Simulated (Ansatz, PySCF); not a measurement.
This PySCF input computes a PBE/def2-TZVPD energy:

```python
from pyscf import gto, scf, dft

mol = gto.M(
    atom='''
    Si   -0.00530264    0.19515623   -0.57467630
    Cl    0.08321521    0.76947482    1.43278793
    C    -1.62142751   -0.72223837   -0.84180217
    C     1.48144119   -0.89515018   -0.92915256
    H    -2.47758171   -0.09279844   -0.59951614
    H    -1.70763727   -1.04026526   -1.88294169
    H    -1.65439938   -1.60992473   -0.20329220
    H     1.47328244   -1.21752657   -1.97248934
    H     1.45141640   -1.78300076   -0.29072556
    H     2.41441578   -0.36541201   -0.73723319
    ''',
    basis='def2-tzvpd',
    charge=0,
    spin=1,
    verbose=4,
)

mf = dft.UKS(mol, xc='pbe').density_fit(auxbasis='def2-universal-jkfit')
mf.grids.level = 3
mf.conv_tol = 1e-9
mf.max_cycle = 100
mf.max_memory = 1500
mf.kernel()
if not mf.converged:
    mf = mf.newton()
    mf.kernel(mf.make_rdm1())
for _ in range(2):
    mo, _, stable, _ = mf.stability(return_status=True)
    if stable:
        break
    mf.kernel(mf.make_rdm1(mo, mf.mo_occ))
mf.analyze()
```

### Question
Write an input for the same energy in Ansatz (a program for electronic structure) and say what it gives.

### Answer

Ansatz 0.2 input:
```yaml
crystal:
  periodic: [false, false, false]
  atoms:
    - {symbol: Si, position_ang: [-0.00530264, 0.19515623, -0.57467630]}
    - {symbol: Cl, position_ang: [0.08321521, 0.76947482, 1.43278793]}
    - {symbol: C, position_ang: [-1.62142751, -0.72223837, -0.84180217]}
    - {symbol: C, position_ang: [1.48144119, -0.89515018, -0.92915256]}
    - {symbol: H, position_ang: [-2.47758171, -0.09279844, -0.59951614]}
    - {symbol: H, position_ang: [-1.70763727, -1.04026526, -1.88294169]}
    - {symbol: H, position_ang: [-1.65439938, -1.60992473, -0.20329220]}
    - {symbol: H, position_ang: [1.47328244, -1.21752657, -1.97248934]}
    - {symbol: H, position_ang: [1.45141640, -1.78300076, -0.29072556]}
    - {symbol: H, position_ang: [2.41441578, -0.36541201, -0.73723319]}
basis:
  gaussian:
    orbitals: def2-TZVPD
hamiltonian:
  xc: {name: PBE}
magnetization: {spin_polarized: true, initial_magnetization: 1}
output: {forces: true}
```
It gives -829.14388 Eh, and PySCF -829.14399 Eh, a difference of 0.11 mEh, from the treatment of integrals and grids.

It need not be the lowest isomer of its formula.
